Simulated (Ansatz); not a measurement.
The inner images of a band of BClH2 + BrH (6 atoms, charge 0, multiplicity 1) are given out of order.

Computed with RKS PBE0-D4/def2-SVP in Ansatz.

First end point:

```xyz
6
Properties=species:S:1:pos:R:3
B -0.016 0.263 0.079
Cl -0.058 0.884 1.722
H 1.058 0.152 -0.450
H -1.063 0.100 -0.486
Br 0.061 -2.676 0.717
H 0.174 -2.237 2.066
```

Last end point:

```xyz
6
Properties=species:S:1:pos:R:3
B 0.009 -0.462 -0.305
Cl 0.025 0.216 2.370
H 1.054 0.108 -0.467
H -1.072 0.045 -0.436
Br 0.069 -2.374 -0.142
H 0.069 -1.046 2.628
```

Put them in order from the first end to the last, with their energies above the first end.
A.
```xyz
6
Properties=species:S:1:pos:R:3
B -0.001 0.082 0.141
Cl -0.015 0.611 1.849
H 1.062 0.075 -0.417
H -1.064 0.000 -0.411
Br 0.098 -2.549 0.655
H 0.076 -1.734 1.832
```
B.
```xyz
6
Properties=species:S:1:pos:R:3
B 0.006 -0.077 0.146
Cl -0.005 0.449 1.922
H 1.061 0.059 -0.409
H -1.060 -0.014 -0.401
Br 0.089 -2.409 0.605
H 0.063 -1.523 1.787
```
C.
```xyz
6
Properties=species:S:1:pos:R:3
B 0.014 -0.410 -0.108
Cl 0.016 0.204 2.190
H 1.058 0.109 -0.392
H -1.065 0.044 -0.373
Br 0.076 -2.359 0.169
H 0.056 -1.101 2.163
```
D.
```xyz
6
Properties=species:S:1:pos:R:3
B 0.014 -0.341 0.009
Cl 0.011 0.206 2.078
H 1.058 0.097 -0.389
H -1.060 0.030 -0.375
Br 0.079 -2.352 0.352
H 0.053 -1.154 1.972
```
E.
```xyz
6
Properties=species:S:1:pos:R:3
B 0.012 -0.446 -0.221
Cl 0.021 0.215 2.307
H 1.056 0.110 -0.422
H -1.069 0.046 -0.399
Br 0.072 -2.365 0.007
H 0.063 -1.074 2.377
```
F.
```xyz
6
Properties=species:S:1:pos:R:3
B -0.009 0.190 0.112
Cl -0.029 0.755 1.784
H 1.057 0.123 -0.438
H -1.066 0.049 -0.442
Br 0.097 -2.659 0.692
H 0.104 -1.972 1.941
```
G.
```xyz
6
Properties=species:S:1:pos:R:3
B 0.012 -0.233 0.097
Cl 0.003 0.282 1.998
H 1.060 0.072 -0.401
H -1.058 0.003 -0.392
Br 0.083 -2.347 0.524
H 0.055 -1.290 1.822
```

F (+1.6 kJ/mol), A (+9.2 kJ/mol), B (+28.1 kJ/mol), G (+45.2 kJ/mol), D (+33.0 kJ/mol), C (+19.6 kJ/mol), E (+12.5 kJ/mol).

The run took 3.7 min on 1 thread of Arm Neoverse V1, on a shared host, peak memory 0.16 GiB.
